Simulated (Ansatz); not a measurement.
```yaml
crystal:
  periodic: [false, false, false]
  atoms:
    - {symbol: N, position_ang: [-0.134582, 1.091079, -0.623957]}
    - {symbol: C, position_ang: [-0.207000, 1.018984, 0.651892]}
    - {symbol: Si, position_ang: [0.056270, -0.821906, 1.140241]}
    - {symbol: Ga, position_ang: [0.231863, -0.902546, -1.297610]}
    - {symbol: H, position_ang: [-0.253771, 2.008510, -1.052302]}
    - {symbol: H, position_ang: [-0.391061, 1.923694, 1.241294]}
    - {symbol: H, position_ang: [-1.141638, -1.237982, 1.928714]}
    - {symbol: H, position_ang: [1.210143, -0.860715, 2.087245]}
    - {symbol: H, position_ang: [-1.034054, -1.327656, -2.128065]}
    - {symbol: H, position_ang: [1.663830, -0.891462, -1.947452]}
basis:
  gaussian: {orbitals: def2-TZVP}
magnetization: {spin_polarized: true, initial_magnetization: 1}
hamiltonian: {xc: {name: wPBEh}}
output: {forces: true}
```

```sh
$ ansatz run in.yaml --threads 4 --pin off --events-out ev --progress --plain --max-ram 10444MiB
```

Output, abridged:

```
Error: a molecule whose nuclei and cores have a total charge of 64 cannot have a net charge of 0 together with 1 unpaired electrons
```

**Question.** What is wrong with this run?

**Answer.** The number of unpaired electrons doesn't fit the electron count. The program refused the input.
